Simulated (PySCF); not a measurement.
# Reading the logs of faulty runs: BH5NSi cation

These are calculations, not measurements. The program is PySCF 2.14.0, an open-source quantum chemistry code, run on an isolated molecule that a program drew, which may never have been made. The molecule is BH5NSi cation (charge +1, singlet), drawn as the SMILES string `BN[SiH2+]`.

Each row is a Hartree-Fock (HF) and frozen-core CCSD(T) single point in the cc-pV(D+d)Z basis, meant for a local HF minimum. Run 1 is clean. Each other run has one planted mistake out of seven kinds, and not every kind appears here: one electron removed, one electron added, multiplicity raised by two, geometry at a saddle point, minimal basis STO-3G, one bond length entered in bohr, all coordinates scaled. The reference is restricted for singlets and unrestricted otherwise, and also for a bond in bohr. Adding or removing an electron swaps singlet and doublet. Electrons count all cores. HOMO and LUMO are orbital energies over both spins, the gradient is its largest component, and the lowest frequency (negative if imaginary) is given only where the gradient is small. Bond lengths are over the 7 bonds as drawn. T1 is the CCSD diagnostic: over 0.02 (restricted) or 0.045 (unrestricted) a single reference is doubtful.

Geometry of the clean run:
```xyz
8
BH5NSi cation, angstrom
B    -0.9507    0.1597    1.1421
N    -0.2518   -1.0478    0.6863
Si    1.3404   -1.3688    0.9543
H    -2.1026    0.2737    0.8846
H    -0.3119    0.9614    1.7500
H    -0.8042   -1.7182    0.1729
H     2.1308   -0.3966    1.6958
H     1.9072   -2.6108    0.4431
```

| run | electrons | basis functions | <S^2> | HOMO (eV) | LUMO (eV) | gradient (hartree/bohr) | lowest frequency (cm^-1) | mean bond (Å) | longest bond (Å) | T1 | HF (hartree) | CCSD(T) (hartree) | mistake |
|---|---|---|---|---|---|---|---|---|---|---|---|---|---|
| 1 | 30 | 76 | 0.000 | -18.09 | -4.93 | 2.0e-05 | 267 | 1.3449 | 1.646 | 0.0137 | -370.75558 | -371.13510 | no fault |
| 2 | 30 | 76 | 0.704 | -17.68 | -4.94 | 2.0e-02 | - | 1.4732 | 1.907 | 0.0699 | -370.60905 | -370.99337 | one bond length entered in bohr |
| 3 | 30 | 76 | 0.000 | -17.97 | -4.96 | 1.1e-02 | - | 1.3678 | 1.674 | 0.0145 | -370.75348 | -371.13579 | ? |
| 4 | 30 | 76 | 2.135 | -11.71 | -9.10 | 1.1e-01 | - | 1.3449 | 1.646 | 0.0290 | -370.54000 | -370.92852 | ? |

**Which mistake was planted in run 3, and what did it cost?**

The mean and the longest bond both change by the same factor, 1.017, and the gradient is no longer small. So the mistake is: all coordinates scaled. Subtracting run 1 and multiplying by 627.51 kcal/mol a hartree, the energy moved by 1.3 kcal/mol in HF and -0.4 kcal/mol in CCSD(T).

**Which mistake was planted in run 4, and what did it cost?**

Electrons, basis and geometry are unchanged, and <S^2> is 2.135, beside S(S+1) = 2.00 for a multiplicity of 3. So the mistake is: multiplicity raised by two. Subtracting run 1 and multiplying by 627.51 kcal/mol a hartree, the energy moved by 135.3 kcal/mol in HF and 129.6 kcal/mol in CCSD(T).

Cautions from the logs. Run 2: T1 is over the limit, so its CCSD(T) energy is less reliable.
